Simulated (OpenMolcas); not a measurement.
Ta: effect of the active space

```yaml
Program: OpenMolcas 26.06
Method: CASSCF
Basis: ANO-R2
Scalar_Hamiltonian: X2C, finite nucleus
Spin-orbit_coupling: RASSI with atomic mean-field integrals over the reference wave functions, term energies averaged over their components
```

A. 3 electrons in 5 orbitals (5d); 2S+1 = 4 even, 10 roots; 2S+1 = 2 even, 40 roots; cost about 16 core-seconds
B. 5 electrons in 6 orbitals (5d 6s); 2S+1 = 6 even, 5 roots; 2S+1 = 4 even, 42 roots (10 in the spin-orbit step); 2S+1 = 2 even, 35 roots; cost roughly 40 core-seconds

Energies in eV above 5d3 6s2 4F 3/2, the measured ground level; measured values from NIST Handbook of Basic Atomic Spectroscopic Data.

| Level | A | B | Measured |
| --- | --- | --- | --- |
| 5d3 6s2 4F 3/2 | 0.0000 | 0.0000 | 0.0000 |
| 5d3 6s2 4F 5/2 | 0.2591 | 0.2166 | 0.2492 |
| 5d3 6s2 4F 7/2 | 0.5348 | 0.4328 | 0.4915 |
| 5d3 6s2 4F 9/2 [74 %] | 0.7936 | 0.6042 | 0.6969 |
| 5d3 6s2 4P 3/2 [60 %] | 1.3087 | 0.7216 | 0.7524 |
| 5d3 6s2 4P 1/2 [74 %] | 1.4020 | 0.7090 | 0.7500 |
| 5d3 6s2 2G 7/2 | 1.6235 | 1.1788 |  |
| 5d3 6s2 4P 5/2 | 1.7767 | 1.0325 | 1.1473 |
| 5d3 6s2 2P 1/2 | 2.1395 | 1.5681 |  |

Deviations, from unrounded energies. A percentage is the sum of absolute deviations over the sum of measured energies, with the sign that they share, or ± where signs differ.

```
                        Against measurement  Levels      A      B
             mean absolute deviation (cm-1)       6   2700    500
      fine structure of the ground term (%)       3  +10.4  -12.8
other terms of the ground configuration (%)       3  +69.3   -7.0
```

B lies closest to measurement on these levels. The largest miss of B in the table is 5d3 6s2 4P 5/2, by -930 cm-1. The ranking rests on the paired levels alone, and a cruder setting can come out closer through cancelling errors.

The spin-orbit steps hold different terms of 5d3 6s2 (B lacks a 2D), which shifts levels as well.

Between A and B the level of the table that moves most is 5d3 6s2 4P 5/2, by 6000 cm-1 (lowest in B, highest in A).

Without dynamic correlation excited terms often stand tens of per cent too high (terms of higher spin than the ground term too low), and those without a measured partner can miss by more than the paired ones. With the s shell closed, the reference lacks s² → p², s² → d² and s → d mixing, so excited terms can stand far too high and out of order, with CASPT2 too (holds for A). Some high roots are left out of the spin-orbit mixing, which shifts the levels that they would mix with (holds for B). Configurations are named by rounded mean occupations; where the s occupation lies near a half they are strongly mixed, a name can repeat and a true partner stay unpaired (holds for B). Measured partners are found by configuration, term and J. A level has none where our copy of the source lacks it or the pairing is in doubt (some pairs that miss far off the trend of their configuration count as doubtful), and it then counts in no deviation. Levels of configurations outside the active space are missing. Levels that lie high or do not pair safely by name in every column are left out.

A share in square brackets marks a mixed level and gives the weight of the term that names it, the lowest over the columns.
